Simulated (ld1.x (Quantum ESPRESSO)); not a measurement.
Before and after: PAW potential for N (Z = 7)

- Element: N
- Generator: ld1.x (Quantum ESPRESSO) 7.5
- Type: PAW
- Functional: PBE
- Relativity: non-relativistic
- Frozen core: [He]
- Valence charge: 5
- Reference configuration: 2s2 2p3
- Partial waves: 2s (bound): rcut 0.55, rcutus 0.75 bohr; 2s channel at -0.9 Ry: rcut 0.55, rcutus 0.75 bohr; 2p (bound): rcut 0.90, rcutus 1.20 bohr; 2p channel at 1.05 Ry: rcut 0.90, rcutus 1.20 bohr
- Local potential: all-electron potential smoothed inside 1.05 bohr (lloc = -1)
- Core correction: a·sin(br)/r model core, default radius (ld1.x builds one for every PAW set, though the input has nlcc=.false.)
- Augmentation charge: BESSEL, radius 0.60 bohr

Change: all radii but the core radius scaled by about 1.05 (s 0.78, p 1.26 bohr, rcut 0.58/0.94); local potential all-electron potential smoothed inside 1.10 bohr (lloc = -1); augmentation BESSEL, radius 0.62 bohr.

Cutoffs: the cutoffs (Ry, on a coarse ladder) from which the occupation-weighted sum of valence levels, in a spherical-Bessel basis at the reference potential, stays within 10 and 1 mRy of its value at 400 Ry; they do not see the model core or the augmentation charge, which bear on the density cutoff. Errors are all-electron minus pseudo energies relative to the spin-unpolarised reference configuration.

Q: What does the change do?

A: The potential gets neither clearly harder nor softer (70 Ry and 90 Ry → 45 Ry and 100 Ry); both files keep a bound ghost (s); the number of tests that count goes from 7 to 6; of the 6 tests that both files solve, the error grows in 4 and shrinks in 0 by more than 15 % and 0.3 meV (median size 2.2 → 6.8 meV). More of the atom is replaced by a form fitted at one configuration, so other configurations suffer.

| quantity | base | changed |
| --- | --- | --- |
| cutoff, loose | 70 Ry | 45 Ry |
| cutoff, tight | 90 Ry | 100 Ry |
| loose cutoff by channel (10 mRy a level) | s 70 Ry, p 40 Ry | s 35 Ry, p 35 Ry |
| bound ghosts | s | s |
| tests counted (converged, no solver errors) | 7 of 7 | 6 of 7 |
| error for 2s2 2p2, meV [ΔE 13.60 eV] | -0.1 | -0.2 |
| error for 2s2 2p1, meV [ΔE 42.46 eV] | -2.2 | -2.6 |
| error for 2s2 2p0, meV [ΔE 89.54 eV] | -8.7 | -10 |
| error for 2s1 2p3, meV [ΔE 25.34 eV] | -2.3 | +17708 |
| error for 2s1 2p0, meV [ΔE 167.31 eV] | -46 | -57 |
| error for 2s1 2p4, meV [ΔE 11.48 eV] | -1.1 | -3.6 |
| lowest overlap eigenvalue by channel | s 0.69, p 0.97 | s 0.64, p 0.96 |

Changed file: Tests not counted: 2s0 2p5 (an occupied level unbound or not found, printed error +0.6 meV). These tests converged, but a pseudo level misses the all-electron one widely, so the file describes the atom poorly there or has found another state: 2s1 2p3: 2p by 3.5 eV. A true bound ghost makes a file unfit for plane-wave use even where its test errors are small: the radial tests pick states by their node count and pass the ghost by.
